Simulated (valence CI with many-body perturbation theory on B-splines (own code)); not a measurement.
**Sensitivity of CI+MBPT for Cl XIII**

Computed by configuration interaction combined with many-body perturbation theory (CI+MBPT): three valence electrons over a frozen Dirac-Fock core [He], a basis of 6 s, 6 p, 5 d, 3 f, 1 g functions for each j, with the one-electron correlation potential Σ1, the two-electron term Σ2, the three-electron term Σ3, Breit, model QED; selected CI, second order for the rest, scaled by the run's own slope (own B-spline code, finite nucleus).

No measured spectrum was set against this ion. As an estimate, levels of excited configurations hold to 0.05 to 0.15 % of their energy, terms of the ground configuration to about 0.5 %.

The reference run has the lowest level 2s2 2p 2P°_1/2 and an ionisation energy of 656.253 eV. Its largest variational space holds 3976 state functions.

Reference levels: 2s2 2p 2P°_3/2 17409, 2s 2p2 4P_1/2 211023, 2s 2p2 4P_3/2 217491, 2s 2p2 4P_5/2 226358, 2s 2p2 2D_3/2 378059, 2s 2p2 2D_5/2 378601, 2s 2p2 2S_1/2 477188, 2s 2p2 2P_1/2 504569, 2s 2p2 2P_3/2 512665, 2p3 4S°_3/2 662901, 2p3 2D°_3/2 749800, 2p3 2D°_5/2 750859 cm⁻¹.

Rank these changes by the mean size of the shift of these levels, smallest first.
A. shift of the energy in Σ1 (hartree) 0 → -1.875
B. orbitals per symmetry with explicit Σ2 and valence Breit (the others get mean screening factors) 5 → 1
C. factor on the speed of light 1 → 0.9
D. averaging of valence orbitals over low configurations on → off; scale of Σ2 1 → 0

A (9.7 cm⁻¹), B (18 cm⁻¹), D (1000 cm⁻¹), C (7000 cm⁻¹).
